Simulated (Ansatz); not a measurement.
Spectroscopic constants of GaCl+, multiplicity 2 (lowest of 2S+1 = 2, 4 at CCSD(T)/def2-TZVPP on PBE0 minima; our sources give no spin for the ground state, which may be another). No spin–orbit coupling. Ga is treated without relativity.

Seven points along R, fitted to fifth degree in 1/R; most abundant isotopes. Runs in def2 and cc sets follow the lowest solution found near the PBE0 minimum.

Correlated levels freeze the inner cores; with def2 sets outer-core shells near the valence are correlated too.

Run with Ansatz (a quantum-chemistry and plane-wave program) with Gaussian orbitals. Each number belongs to the level named beside it.

Energies at CCSD(T)/def2-TZVPP:

```tsv
R (Å)	E (hartree)
1.942477	-2382.88656415
1.994694	-2382.89181620
2.042734	-2382.89425478
2.097040	-2382.89487583
2.151345	-2382.89379748
2.214006	-2382.89108637
2.287110	-2382.88673582
```

### Question
With a reduced mass of 23.1990 u, find the minimum, the force constant and the constants.

### Answer
A fifth-degree polynomial in 1/R puts the minimum at r_e = 2.0871 Å with force constant 265 N/m. Then ω_e = (1/2πc)√(k/μ) = 440 cm⁻¹ and B_e = h/(8π²cμr_e²) = 0.1668 cm⁻¹; the cubic and quartic terms give α_e = 0.0011 and ω_e x_e = 3.3 cm⁻¹.
